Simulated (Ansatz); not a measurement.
Total energies of ZrH4 from Ansatz at CCSD(T)/def2-TZVPP, gas phase (1 Eh = 27.2114 eV = 2625.5 kJ/mol). The reference geometry is relaxed at PBE-D4/def2-TZVP.

```csv
state,geometry,energy (Eh)
charge 0 singlet,reference,-49.17752
charge 1 doublet,reference,-48.77299
free Zr atom (triplet),–,-46.72811
free H atom (doublet),–,-0.49981
```

In the def2 sets Zr takes a core potential; there is no spin–orbit coupling. Correlated methods freeze no core orbitals; core or outer-core shells of Zr are correlated, in sets that lack core-valence functions. In CCSD on the charge 1 doublet the largest single amplitude is 0.22, so its Hartree–Fock determinant may place the open shell otherwise than the density functionals do.

Q: Work out the vertical ionisation energy to the doublet.

A: E(charge 1 doublet) − E(charge 0 singlet) = -48.77299 − (-49.17752) = 0.40453 Eh = 11.01 eV.

Q: What is the binding energy per atom against free atoms?

A: Atoms: 1 × (-46.72811) + 4 × (-0.49981) = -48.72735 Eh. Binding: -48.72735 − (-49.17752) = 0.45017 Eh = 12.25 eV, or 2.45 eV for each of 5 atoms (no zero-point energy, no counterpoise term).
